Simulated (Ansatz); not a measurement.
Consider the ligand exchange at the In–C bond: `N#[C][InH2]` + CH₃OH → `C[O][InH2]` + `C#N`.

Isolated molecules relaxed with PBE0-D4/def2-TZVP in Ansatz; ΔE leaves out vibrations. CCSD(T)/CBS adds triple-zeta CCSD(T) − MP2 to the extrapolated MP2 energy (def2 sets, frozen cores). This one scheme is used for every species. DFT in def2-TZVPP. Elements past krypton have def2 core potentials. For In outer-core shells are correlated without core-valence functions, which leaves a few kJ/mol of doubt a bond.

CCSD(T)/CBS gives +0.11 eV.

Another level gave +0.18 eV. Which?
A. HF/def2-TZVPP
B. LDA (SPW92)/def2-TZVPP
C. CCSD(T)/def2-TZVPP
D. CAM-B3LYP-D4/def2-TZVPP

C. CCSD(T)/def2-TZVPP 0.18, LDA (SPW92) 0.04, CAM-B3LYP-D4 0.12, HF/def2-TZVPP 0.34 eV.

Largest T1 diagnostic among the species: 0.017.

From PBE to PBE0 (25 % exact exchange), in def2-TZVPP and without D4, ΔE moves by +0.11 eV. In def2-TZVPP, CCSD(T) changes the Hartree–Fock value by −0.15 eV (the triples alone add −0.03 eV) and MP2 by −0.17 eV.
